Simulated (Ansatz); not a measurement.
Program: Ansatz. Geometries: PBE0-D4/def2-TZVP. ΔE: electronic, gas phase. CCSD(T)/CBS is the MP2 limit (def2-TZVPP, def2-QZVPP) plus CCSD(T) − MP2 in def2-TZVPP, frozen cores. This one scheme is used for every species. Double bonds are as drawn, so ΔE can hold a change between cis and trans. Functionals use def2-TZVPP. B3LYP here is the variant with VWN-RPA as its local correlation; programs differ in this. HSE06 is defined as in plane-wave codes. One conformer a species, not always the lowest.

`C/C(F)=C/C(F)F` + H₂ → `C/C(F)=C/CF` + H–F  (hydrogenolysis of a C–F bond)

| level | ΔE (kcal/mol) | difference from CCSD(T)/CBS |
| --- | --- | --- |
| PBE-D4 | -12.7 | 3.4 |
| r2SCAN-D4 | -11.6 | 4.5 |
| PBE0-D4 | -14.2 | 1.9 |
| HSE06-D4 | -14.2 | 1.9 |
| BHLYP-D4 | -14.3 | 1.8 |
| CAM-B3LYP-D4 | -12.9 | 3.2 |
| ωB97X-V | -12.5 | 3.6 |
| PBE | -13.0 | 3.1 |
| r2SCAN | -11.7 | 4.4 |
| B3LYP | -13.9 | 2.2 |
| LC-ωPBE | -14.2 | 1.9 |
| HF/def2-TZVPP | -14.8 | 1.3 |
| SCS-MP2/def2-TZVPP | -15.5 | 0.6 |
| CCSD/def2-TZVPP | -15.6 | 0.5 |
| MP2/def2-QZVPP | -16.8 | -0.7 |
| CCSD/CBS(def2) | -16.9 | -0.8 |
| CCSD(T)/CBS | -16.1 | 0 |

Task: What do rigid-rotor, harmonic-oscillator terms from PBE0-D4/def2-TZVP frequencies (298.15 K, 1 bar) make of the CCSD(T)/CBS value? (Best estimate.)

Result: Ansatz gave: ΔZPE = +4.4 kcal/mol, ΔH = -12.1 kcal/mol, ΔS = 25 J/(mol·K), ΔG = -13.9 kcal/mol. Modes under 50 cm⁻¹ make the entropy rough.

Largest T1 diagnostic among the species: 0.012.

Leaving LDA and LC-ωPBE aside and taking each functional with its dispersion term where it has one, the values, not all of them listed here, spread over 3.7 kcal/mol, from PBE-QIDH to r2SCAN-D4. LDA lies +1.8 kcal/mol from PBE without D4. From r2SCAN to r2SCAN0 (25 % exact exchange), in def2-TZVPP and without D4, ΔE moves by −1.7 kcal/mol.

CCSD(T)/CBS has its own doubt, a few kJ/mol and more with outer-core shells, so smaller differences from it don't rank the levels.
